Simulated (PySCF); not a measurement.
F₂H₂OSi, SMILES O[SiH](F)F.

Coordinates come from a PBE0-D3(BJ)/def2-SVP optimisation. Other conformers were not sampled.

The numbers are results of TDA-LC-ωPBE/def2-SVPD in PySCF, not measurements.

Vertical excitations. Gas-phase values at a fixed geometry. State labels are in the subgroup Cs.

```tsv
state	symmetry	energy (eV)	λ (nm)	f	main pairs
S1	A"	9.27	134	0.037	HOMO→LUMO 84 %
S2	A'	10.09	123	0.046	HOMO−2→LUMO 77 %
S3	A"	10.90	114	0.073	HOMO−1→LUMO+2 58 %, HOMO→LUMO+1 11 %
S4	A'	10.96	113	0.059	HOMO−1→LUMO+1 40 %, HOMO→LUMO+2 23 %, HOMO−1→LUMO+3 14 %, HOMO−1→LUMO+4 8 %
S5	A"	11.02	112	0.038	HOMO→LUMO+1 38 %, HOMO−1→LUMO+2 21 %, HOMO→LUMO+3 15 %, HOMO→LUMO+8 9 %
S6	A'	11.06	112	0.093	HOMO→LUMO+2 44 %, HOMO−1→LUMO+1 22 %, HOMO−1→LUMO+3 7 %
S7	A'	11.29	110	0.180	HOMO−1→LUMO 72 %, HOMO→LUMO+2 12 %
S8	A"	11.46	108	0.005	HOMO−2→LUMO+2 81 %
S9	A"	11.58	107	0.000	HOMO→LUMO+3 49 %, HOMO→LUMO+4 11 %, HOMO−3→LUMO 9 %
S10	A'	11.82	105	0.371	HOMO−1→LUMO+3 58 %, HOMO−1→LUMO+1 18 %
T1	A"	8.72	142	0	HOMO→LUMO 77 %
T2	A'	9.55	130	0	HOMO−2→LUMO 74 %
T3	A"	9.68	128	0	HOMO−1→LUMO+2 74 %, HOMO−1→LUMO+6 12 %
T4	A'	9.81	126	0	HOMO−1→LUMO+1 40 %, HOMO−1→LUMO+3 31 %, HOMO−1→LUMO+4 8 %
```
Triplets are in the Tamm–Dancoff approximation.
